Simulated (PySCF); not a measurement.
**C₆ coefficients of unlike pairs at wB97M-V**

Calculated with PySCF 2.14 from the dipole response of each species, C₆(A,B) = (3/π) ∫ α_A(iu) α_B(iu) du, in atomic units, from isotropic polarisabilities. For ions this is the dispersion term alone; charge-induced terms of lower order in 1/R come first.

```tsv
species	configuration	basis	relativity	α (bohr³)	C₆ (like pair)
Rh(2+)	[Kr] 4d7 (4F)	aug-cc-pwCVTZ-PP with ECP28MDF (8s8p7d4f3g)	core potential	7.454	39.46
Ag(2+)	[Kr] 4d9 (2D)	aug-cc-pVTZ-PP with one added diffuse shell each of s, p, d, f, g type with ECP28MDF (7s7p6d4f3g)	core potential	6.127	31.51
Sr(2+)	[Kr] (1S)	aug-cc-pwCVTZ-X2C (10s9p7d3f)	spin-free X2C	5.912	28.78
Ne	[Ne] (1S)	def2-TZVPPD (6s4p3d1f)	none	2.824	6.791
```

Estimate C₆ for Ag(2+) with Rh(2+).

The integral gives 35.17. The combination rule 2 C_A C_B / (C_A α_B/α_A + C_B α_A/α_B) gives 35.14 and the geometric mean 35.26.

No spin-orbit coupling is included.

The other pairs:

```csv
pair,C₆
"Sr(2+), Rh(2+)",33.63
"Ne, Ag(2+)",14.62
"Ne, Rh(2+)",16.33
"Ne, Sr(2+)",13.93
"Sr(2+), Ag(2+)",29.98
```
